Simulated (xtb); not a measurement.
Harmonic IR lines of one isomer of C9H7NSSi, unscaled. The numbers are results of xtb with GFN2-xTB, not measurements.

wavenumber (cm⁻¹): 495 (vw), 548 (w), 584 (w), 760 (vw), 773 (m), 780 (m), 787 (vs), 825 (vw), 884 (w), 1107 (w), 1134 (w), 1159 (vw), 1382 (vw), 1512 (vw), 1542 (w), 2250 (s), 2263 (s), 2272 (s), 2358 (s), 3085 (w)

### Question
Which structure gives these lines?
A. `N#Cc1cc([SiH3])cc2ccsc12`
B. `N#Cc1ccc([SiH3])c2ccsc12`
C. `N#Cc1cc2cc([SiH3])ccc2s1`
D. `N#Cc1cc2ccc([SiH3])cc2s1`

### Answer
D, `N#Cc1cc2ccc([SiH3])cc2s1`
